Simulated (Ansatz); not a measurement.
```xyz
2

B     0.0046   -0.0041   -0.8198
F     0.0014    0.0019    0.4608
```

Basis set: STO-3G (spherical functions). Frozen core: 2 orbitals. Charge 0, multiplicity 1.

Computed with Ansatz (development build ahead of 0.2.0); each method stands on the lowest determinant of its kind that the runs found. Restricted open shells among the atoms or ions are ROHF, correlated in semicanonical orbitals with singles.

The atomization energy at this shape (free ground-state atoms in the same class of orbitals less the molecule, no zero-point energy) of singlet BF:

| method | atomization energy |
| --- | --- |
| RHF | 5.97 eV |

Task: What does RHF-MP2 give?

Result: 7.16 eV.

This basis has no polarisation functions and is too small for such energies, which can lie far from measured ones in either direction.
